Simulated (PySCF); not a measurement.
Zr(Cl)3(NH2) (Cl3H2NZr), SMILES [Zr]([Cl])([Cl])([Cl])[NH2], multiplicity 1.

The structure is a stationary point at PBE-D3(BJ)/def2-SVP. The spin state was assumed, not searched. The structure was generated by enumeration; whether it is a known compound was not checked. The def2 effective core potentials stand for the cores of Zr; spin–orbit coupling is left out. Other conformers were not sampled.

These are PySCF 2.14.0 with PBE-D3(BJ)/def2-SVP values and carry that method's errors.

Frequencies are harmonic and unscaled.

Computed vibrational spectrum:
| mode | ν (cm⁻¹) | IR (km/mol) | moving atoms (share of kinetic energy) |
|---|---|---|---|
| 1 | 24 | 8.3 | Cl 47 %, H 45 % |
| 2 | 88 | 1.7 | Cl 85 %, Zr 12 % |
| 3 | 102 | 5.7 | Cl 61 %, Zr 31 % |
| 4 | 131 | 1.5 | Cl 33 %, H 30 %, N 27 %, Zr 10 % |
| 5 | 140 | 1.1 | N 49 %, Cl 24 %, H 18 %, Zr 8 % |
| 6 | 141 | 0.7 | H 47 %, Cl 32 %, N 21 % |
| 7 | 363 | 15.2 | Cl 91 %, Zr 8 % |
| 8 | 390 | 22.7 | Cl 41 %, H 33 %, Zr 19 % |
| 9 | 402 | 46.1 | Cl 61 %, Zr 35 % |
| 10 | 457 | 85.3 | H 47 %, Zr 20 %, Cl 19 %, N 13 % |
| 11 | 473 | 233.3 | H 74 %, N 23 % |
| 12 | 660 | 91.9 | N 71 %, Zr 16 %, H 13 % |
| 13 | 1432 | 36.6 | H 89 %, N 11 % |
| 14 | 3440 | 99.0 | H 96 % |
| 15 | 3534 | 34.1 | H 92 %, N 8 % |
